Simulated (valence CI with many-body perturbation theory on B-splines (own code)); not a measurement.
**Yb31+: key properties**

Level of theory: configuration interaction combined with many-body perturbation theory (CI+MBPT): three valence electrons over a frozen Dirac-Fock core [Kr], radial functions for each j: 9 s, 9 p, 10 d, 8 f, 5 g, 3 h, 1 i, with the one-electron correlation potential Σ1, the two-electron term Σ2, the three-electron term Σ3, Breit, model QED; selected CI, second order for the rest (own B-spline code, finite nucleus).

No measured spectrum was set against this ion. As an estimate, large intervals hold to a few tenths of a per cent, small ones and those within an open d or f shell to about a per cent. Only levels of the ground parity were solved; by the run's estimate the other parity begins above the list, which can be wrong where configurations are misplaced.

Levels are named by their leading jj configuration (3d3/2^4 stands for four electrons in 3d with j = 3/2), which in mixed levels can hold well under half, so a name can repeat and another be missing.

Rates and lifetimes use the calculated energies. Strong lines usually hold to 10 to 20 %, long lifetimes can be off by a factor of two.

(1) What is the ground level?

(2) What is the ionisation energy?

(3) How well does LS coupling describe the low levels?

(4) Name the longest-lived excited levels whose lifetime is computed, and their main decay.

Answers

(1) (4d3/2^3) J=3/2, composition 54 % 4d3 4F + 33 % 4d3 2D + 8 % 4d3 2P, g = 0.660.

(2) 1225.1 eV; NIST lists 1224 ± 4 eV (theoretical).

(3) Among the lowest 19 levels the leading LS term, summed over configurations, holds 59 % on average. For single configurations the figures are 59 % in LS and 93 % in jj coupling. Terms mix most in the J = 3/2 level at 103410 cm⁻¹, where the leading one holds 40 %.

(4) (4d3/2^2 4d5/2) J=9/2 at 115330 cm⁻¹ lives 1.91 s, mostly by M1 to (4d3/2^2 4d5/2) J=7/2.
